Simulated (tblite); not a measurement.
Run record: tight-binding relaxation, `FC(F)[C@H]1CCC(=S)C[SiH2]1`.

Computed with GFN2-xTB geometry optimisation, gas phase (tblite 0.8.0). Start geometry: from a force field or distance geometry. The input is one job of a driver script: a line of settings, then coordinates in Å.

Command:
```bash
OMP_NUM_THREADS=1 python probes_run.py task.json out
```

Input:
```
{"job": {"kind": "relax", "xc": "GFN2-xTB", "basis": "xTB"}, "charge": 0, "multiplicity": 1}
F     -3.000400     0.531100    -1.058600
C     -2.414000    -0.292200    -0.111500
F     -2.840300    -1.594500    -0.276300
C     -0.927500    -0.173300    -0.313800
C     -0.402700     1.215700    -0.127800
C      1.003800     1.230600    -0.669900
C      1.985700     0.524200     0.203200
S      2.985400     1.232100     0.944100
C      1.870700    -0.966100     0.274100
Si     0.081400    -1.286700     0.812800
H     -2.735700     0.110500     0.891100
H     -0.714300    -0.472000    -1.356700
H     -1.080700     1.946600    -0.618000
H     -0.304700     1.431300     0.962600
H      0.986000     0.661100    -1.631500
H      1.353100     2.242600    -0.936200
H      1.904000    -1.312900    -0.769300
H      2.598000    -1.428300     0.930600
H     -0.272600    -2.696800     0.629600
H     -0.080500    -0.892300     2.218500
```

Output:
```
step      E/eV     max force
  0    -879.64133   14.367
  1    -880.25854    7.270
  2    -880.79573    3.859
  3    -880.98702    2.115
  4    -881.04485    0.386
  5    -881.07508    0.347
  6    -881.11630    0.302
  7    -881.12291    0.239
  8    -881.13756    0.307
  9    -881.14537    0.329
... (69 lines left out)
 79    -881.24627    0.015
 80    -881.24632    0.014
 81    -881.24635    0.012
 82    -881.24638    0.013
 83    -881.24641    0.012
 84    -881.24645    0.017
 85    -881.24649    0.016
 86    -881.24653    0.016
 87    -881.24656    0.013
 88    -881.24658    0.010
```

«max force» is the largest atomic force in eV/Å.

**Question.** From which step on does the largest force stay under 0.1 eV/Å, and how much energy is left to gain from there?

**Answer.** From step 29 (0.097 eV/Å), 23.4 meV above the end.

Summary of the converged run: energy lowered by 37.0 kcal/mol over 88 steps; largest atomic force 0.010 eV/Å at the end.

**Question.** Estimate the wall time. Hardware: an Intel Xeon with one thread, shared host with 64 logical CPUs at a one-minute load of 62.

**Answer.** About 1.7 s.
Labels such as C1 count atoms from 1, the log's own numbers from 0.
